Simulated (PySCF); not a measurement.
Cartesian coordinates (Å):
```xyz
8

C     -1.9673     1.1065     0.2326
C     -0.9862     0.4202     0.3867
C      0.1553    -0.3762     0.5618
Si     1.4141    -0.5841    -0.5914
H     -2.8309     1.7092     0.0996
H      0.2445    -0.9027     1.5081
H      2.5658    -1.4488    -0.2920
H      1.4046     0.0759    -1.9053
```
Charge 0, spin multiplicity 1.

Question: What is the computed HOMO–LUMO gap, dipole moment and total energy (PBE-D3(BJ)/def2-TZVP // B3LYP-D3(BJ)/def2-TZVP (PySCF 2.14.0))?

Answer: 
```
Property             Result
-------------  ------------
HOMO–LUMO gap       2.69 eV
dipole moment     0.275 e·Å
total energy   -405.8428 Ha
```
